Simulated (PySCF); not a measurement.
Compounds:

A. C-Cyanomethanimine ([H]/N=C\C#N)
B. `[C@@H]1(C)C(C)=C1`
C. `InChI=1S/C7H6ClF/c1-5-2-3-6(9)4-7(5)8/h2-4H,1H3`

Spectrum 1. 13C{1H} NMR (computed): δ 171.2 (C), 146.4 (C), 137.6 (C), 136.2 (CH), 122.9 (CH), 119.5 (CH), 23.1 (CH3).

Spectrum 2. 13C{1H} NMR (computed): δ 148.3 (CH), 117.0 (C).

Spectrum 3. 13C{1H} NMR (computed): δ 136.4 (C), 116.7 (CH), 25.1 (CH3), 17.7 (CH), 14.0 (CH3).

In vacuum, averaged over atoms made equivalent by symmetry, fast rotation or ring inversion, no relativistic terms, a single conformation. σ from GIAO-PBE0/pcSseg-1; J couplings at B3LYP/pcJ-1; geometry: GFN2-xTB; PySCF 2.14.

Shifts are taken against calculated references (same method and geometry level): 13C (σref 186.93) vs TMS. Splittings of carbon signals by F and P are missing where no couplings were computed. Shifts are as computed. Against solution values, carbons near 30 ppm lie about +3 ppm off and those near 130 ppm about +5 ppm; carbons on Cl a further +6 ppm. Of 1211 compounds with measured shifts, 218 miss one by over three times the rms of a fit or turn the order of signals round; such compounds aren't used in these exercises. For the larger molecules the spin–dipole term is left out of H,H and C,H couplings. Carbons bonded to Cl come out too deshielded.

Task: Which spectrum belongs to which compound?

Result: 1–C, 2–A, 3–B.

- Spectrum 1 (C): 7 13C signals; δC 171.2 is an aromatic carbon bearing fluorine; δC 136.2 is an aromatic CH.
- Spectrum 2 (A): 2 13C signals; δC 117.0 is a nitrile carbon; δC 148.3 is a C=N carbon.
- Spectrum 3 (B): 5 13C signals; δC 136.4 is a fully substituted alkene carbon; δC 116.7 is an alkene CH.
